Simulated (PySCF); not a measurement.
Scan of C₂H₆Be, singlet: bend at the central Be, local threefold symmetry of each CH3 group. Scanned: C-Be-C angle. Other coordinates (Be-C length, H-C-Be angle, C-H length) were minimised at B3LYP/def2-TZVP.

The free coordinates were minimised at B3LYP/def2-TZVP in PySCF; the energy column is M06-2X/def2-TZVP run with PySCF, in kcal/mol.

```tsv
a / °	Be-C length / Å	H-C-Be angle / °	C-H length / Å	E
180	1.682	112.1	1.095	0.0
172.50	1.682	112.1	1.095	0.3
165	1.683	112.1	1.095	1.3
157.50	1.685	112.1	1.095	2.9
150	1.687	112.1	1.095	5.2
142.50	1.690	112.1	1.095	8.2
135	1.695	112.0	1.095	12.0
127.50	1.701	112.0	1.095	16.5
120	1.709	112.0	1.095	22.0
112.50	1.719	112.0	1.095	28.6
105	1.734	111.9	1.095	36.5
97.50	1.755	111.9	1.095	46.2
90	1.786	111.9	1.094	58.3
```
